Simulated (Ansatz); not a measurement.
Reactions of AlBrH₂OSi (`[Br][Al]1[O][SiH2]1`).

Isolated molecules relaxed with PBE0-D4/def2-TZVP in Ansatz; ΔE leaves out vibrations. CCSD(T)/CBS is the MP2 limit (def2-TZVPP, def2-QZVPP) plus CCSD(T) − MP2 in def2-TZVPP, frozen cores. This one scheme is used for every species, atoms too. DFT in def2-TZVPP. Open shells (•) are unrestricted, without spin–orbit coupling. Spin–orbit coupling would lower the free atoms: a little for Al, O, Si; clearly for Br. For Br outer-core shells are correlated without core-valence functions, so the limit isn't a true one: a few kJ/mol of doubt a bond, and 10 to 20 or more in all where bonds break to atoms. Scalar relativity is left out up to krypton. Each species was taken in one conformer, which may not be the lowest.

```tsv
reaction	CCSD(T)/CBS(def2) (eV)
`[Br][Al]1[O][SiH2]1` + H₂ → `[O]1[AlH][SiH2]1` + HBr	1.50
`[Br][Al]1[O][SiH2]1` + SiH₄ → `[SiH3][Al]1[O][SiH2]1` + HBr	1.55
`[Br][Al]1[O][SiH2]1` → Al• + Br• + 2 H• + O• + Si•	19.89
`[Br][Al]1[O][SiH2]1` + H₂O → `[OH][Al]1[O][SiH2]1` + HBr	?
```

Fill in the missing values. (Estimate.)

Computed: `[Br][Al]1[O][SiH2]1` + H₂O → `[OH][Al]1[O][SiH2]1` + HBr: +0.34 eV.

Largest T1 diagnostic: 0.018, for Al•.
